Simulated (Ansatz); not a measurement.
C4H10AlO (SMILES [CH3][Al+][O]C(C)C), charge +1, singlet, at a GFN2-xTB geometry (such geometries of metal compounds can be far from the true shape). Base run: Ansatz (an electronic-structure program) with HF/6-31G**.

Ansatz was given this input:
Ansatz 0.2 input:
```yaml
crystal:
  periodic: [false, false, false]
  atoms:
    - {symbol: Al, position_ang: [-0.10419977, 0.57140530, 1.33762439]}
    - {symbol: C, position_ang: [0.04078877, 1.18229227, 3.19981155]}
    - {symbol: H, position_ang: [-0.30812157, 0.38742778, 3.87011631]}
    - {symbol: H, position_ang: [-0.57948601, 2.07712581, 3.33464422]}
    - {symbol: H, position_ang: [1.08729508, 1.42193573, 3.42335730]}
    - {symbol: O, position_ang: [-0.27442005, 0.10268506, -0.18883442]}
    - {symbol: C, position_ang: [-0.29740402, -0.40019465, -1.55155279]}
    - {symbol: C, position_ang: [-0.34774280, -1.91414823, -1.49477208]}
    - {symbol: C, position_ang: [0.92943384, 0.12622446, -2.26953104]}
    - {symbol: H, position_ang: [-1.21049240, -0.00054383, -2.00403294]}
    - {symbol: H, position_ang: [0.55605354, -2.30441084, -1.02986935]}
    - {symbol: H, position_ang: [-0.42551766, -2.31544039, -2.50181994]}
    - {symbol: H, position_ang: [-1.21303812, -2.24442293, -0.92311787]}
    - {symbol: H, position_ang: [0.94998055, 1.21394957, -2.23989584]}
    - {symbol: H, position_ang: [1.83408505, -0.25974759, -1.80261832]}
    - {symbol: H, position_ang: [0.90874425, -0.19066576, -3.30893904]}
basis:
  gaussian:
    orbitals: 6-31G__.json
hamiltonian:
  xc: hf
total_charge: 1
```
The basis file holds 6-31G** in the JSON format of the Basis Set Exchange.

Variants of this job, named by their change:

| change | ΔE vs base (kcal/mol) |
|---|---|
| base | 0.000 |
| lower_state_search = full | 0.000 |
| point_charge = charge:1.0 position_ang:1.9501, -6.0887, -4.0671 | 38.94 |
| lower_state_search = light | 0.000 |
| forces = on | -0.009 |
| fitting.mean_field = cc-pVTZ-JKFIT | 0.033 |
| nuclear_model = gaussian | 0.092 |
| point_charge = charge:0.5 position_ang:2.4188, 5.6492, 3.4776 | 26.69 |
| accuracy = high | -0.012 |
| fitting.mean_field = def2-universal-JKFIT | 0.046 |
| lower_state_search = off | 0.000 |
